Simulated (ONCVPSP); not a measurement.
Varying the ONCV potential for Tl (Z = 81)

Base potential:

- Element: Tl
- Generator: ONCVPSP 4.0.1
- Type: optimised norm-conserving Vanderbilt (ONCV)
- Functional: PBEsol
- Relativity: scalar-relativistic
- Frozen core: [Kr] 4d10 4f14
- Valence charge: 21
- Reference configuration: 5s2 5p6 5d10 6s1 (charge +2)
- Partial waves: 5s+6s: rc 1.25 bohr, ncon 4, nbas 7, qcut 9.3 1/bohr, 3 projectors, debl 2.6 Ha; 5p: rc 1.60 bohr, ncon 3, nbas 6, qcut 7.5 1/bohr, 2 projectors, debl 3.1 Ha; 5d: rc 1.20 bohr, ncon 4, nbas 8, qcut 7.6 1/bohr, 1 projector
- Local potential: polynomial inside 1.15 bohr (lpopt 5, dvloc0 1 Ha)
- Core correction: Teter function, fcfact 3.75, rcfact 1.4

In the p channel the program set the typed energies aside and used -3.456, 0.250 Ha.

All-electron outer shells of the reference configuration (PBEsol, scalar-relativistic, ld1.x):

| shell | level (eV) | outermost node (bohr) | outermost maximum (bohr) |
| --- | --- | --- | --- |
| 5s | -148.97 | 0.46 | 0.80 |
| 4f | -132.01 | – | 0.36 |
| 5p | -94.03 | 0.50 | 0.91 |
| 5d | -33.19 | 0.53 | 1.11 |
| 6s | -25.42 | 1.04 | 2.00 |

Cutoffs, loose and tight: the cutoffs (Ha) at which the residual kinetic energy of the hardest occupied pseudo-wave falls to 1 and 0.1 mHa per electron. They do not see the model core or the augmentation charge, which bear on the density cutoff. Test errors are all-electron minus pseudo excitation energies from the reference, over the configurations 5s2 5p6 5d10 6s2 6p1; 5s2 5p6 5d10 6s2; 5s2 5p6 5d10 6s0; 5s2 5p6 5d10 6s2 6p0.5. A dash means not determined; rows that change the core or the reference have their own tests.

A true bound ghost makes a file unfit for plane-wave use even where its test errors are small: the radial tests pick states by their node count and pass the ghost by.

```csv
change,outcome,"cutoff, loose","cutoff, tight",bound ghosts,GHOST(+) flags above zero,largest test error (meV)
base,"generated, projector energies reset by the program",36 Ha,60 Ha,none,s,-11
"p: ncon 5, nbas 8","generated, projector energies reset by the program",36 Ha,60 Ha,none,s,-11
d: nproj 0; local potential the d channel,"generated, projector energies reset by the program",36 Ha,60 Ha,none,s,-11
"core [Xe] 4f14, valence charge 13; reference 5d10 6s2 6p1; waves now 6s: rc 2.15 bohr, ncon 4, nbas 7, qcut 3.4 1/bohr, 2 projectors, debl 1.7 Ha; 6p: rc 2.20 bohr, ncon 4, nbas 7, qcut 3.2 1/bohr, 2 projectors, debl 3.3 Ha; 5d: rc 1.40 bohr, ncon 4, nbas 8, qcut 8 1/bohr, 2 projectors, debl 2.3 Ha; local potential polynomial inside 1.30 bohr (lpopt 5, dvloc0 0 Ha)","failed: ERROR pspot: first pseudo wave function has node, program will stop",–,–,–,–,–
"all radii but the core radius scaled by about 0.77 (s 0.96, p 1.22, d 0.92 bohr); local potential polynomial inside 0.88 bohr (lpopt 5, dvloc0 1 Ha)","failed: ERROR pspot: first pseudo wave function has node, program will stop",–,–,–,–,–
"core correction Teter function, fcfact 3.8, rcfact 1.4","generated, projector energies reset by the program",36 Ha,60 Ha,none,s,-11
s: nbas 9,"generated, projector energies reset by the program",35 Ha,60 Ha,none,s,-11
```

Q: What comes out with this change to the base: s: rc 1.84?

A: outcome: generated, projector energies reset by the program; cutoff, loose: 24 Ha; cutoff, tight: 60 Ha; bound ghosts: none; GHOST(+) flags above zero: s; largest test error (meV): -16.

Q: What comes out with this change to the base: s: qcut 6.4?

A: outcome: generated, projector energies reset by the program; cutoff, loose: 72 Ha; cutoff, tight: 88 Ha; bound ghosts: s; GHOST(+) flags above zero: s; largest test error (meV): -14.
